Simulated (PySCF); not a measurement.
```xyz
4
charge 0 multiplicity 1, angstrom
Ag    0.0981    0.0000    0.0000
F     2.0094   -0.0002    0.0000
F    -1.2646    1.2695    0.0000
F    -1.2648   -1.2692    0.0000
```

Level of theory: PySCF, PBE0, basis Ag def2-TZVP with ECP28, F def2-TZVP (scalar-relativistic core potentials, no spin–orbit coupling, density fitting).

This geometry of AgF3 is a stationary point at this level.

Task: What is the point group?

Result: C2v.

Task: Is it a minimum?

Result: No: it has 1 imaginary mode, at 216i cm⁻¹ (b2).

Task: List the harmonic modes with their infrared intensities.

Result: 
| symmetry | ω (cm⁻¹) | IR (km/mol) | type |
| --- | --- | --- | --- |
| b2 | 216i | – | bend |
| b1 | 176 | 22.6 | bend |
| a1 | 234 | 0.8 | bend |
| a1 | 550 | 7.8 | stretch |
| b2 | 588 | 40.9 | stretch |
| a1 | 652 | 79.6 | stretch |

In C2v the vibrations span 2b2 + b1 + 3a1. Here b1 is antisymmetric to the molecular plane and b2 lies in it.

Other isomers or separated fragments may lie lower. At this level a singlet minimum of C2v symmetry lies 48 kJ/mol below this structure.
